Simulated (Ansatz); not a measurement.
The cluster ZrO4H4. Charge 0, multiplicity 1. Geometry PBE-D4/def2-SVP; atoms count from 1.

```xyz
9

Zr   -0.0968    0.2084    0.2638
O    -1.7748    0.3505    1.1899
O     0.4332   -1.7664    0.3016
O     1.7716   -1.1573    0.1148
O    -0.1499    0.8301   -1.5659
H    -2.6101    0.3867    1.6750
H     1.0037    1.4063    1.2019
H     1.9897   -1.4212   -0.8078
H    -0.5666    1.1630   -2.3733
```

In the def2 sets Zr takes a core potential; there is no spin–orbit coupling. The structure holds one bond between oxygen atoms, so isomers without such links may lie far lower. Another isomer (singlet) lies 0.03 eV lower at PBE0-D4/def2-TZVP; other spin states weren't run for this one.

Q: Estimate the Mulliken populations from the PBE0/def2-TZVP orbitals of Ansatz.

A: 
| atom | charge (e) | d electrons |
| --- | --- | --- |
| Zr1 | 1.40 | 1.84 |
| O2 | -0.75 | – |
| O3 | -0.42 | – |
| O4 | -0.32 | – |
| O5 | -0.75 | – |
| H6 | 0.33 | – |
| H7 | -0.18 | – |
| H8 | 0.36 | – |
| H9 | 0.34 | – |
Mulliken values depend strongly on the basis.

Q: And the Mayer bond orders between heavy atoms (over 0.3)?

A: Zr1–O2 0.98 (1.92 Å); Zr1–O3 0.76 (2.04 Å); Zr1–O5 0.96 (1.93 Å); O3–O4 0.87 (1.48 Å).
